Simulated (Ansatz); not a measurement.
```xyz
8

O    -1.925   -0.833   -1.467
C    -0.995   -0.419   -0.867
O    -1.083   -0.138    0.518
C     0.183    0.256    1.005
F     0.723   -0.799    1.732
Al    0.902    0.264   -0.857
H     0.042    1.081    1.702
H     2.154    0.587   -1.766
```

Total charge 0; spin multiplicity 1.

(1) List the CAM-B3LYP/def2-TZVPP orbital energies in eV (Ansatz). (Best estimate.)

Answers

(1) Computed: Occupied: -1527.69, -673.55, -523.88, -522.63, -282.07, -281.99, -115.72, -76.47, -76.28, -76.21, -35.17, -32.21, -30.50, -20.99, -18.18, -16.54, -16.26, -15.08, -14.07, -13.69, -13.24, -12.90, -11.99, -10.78, -9.56, -8.90. Lowest empty: -1.72, 0.38, 0.60, 1.27, 2.65, 3.08, 3.44, 3.66.
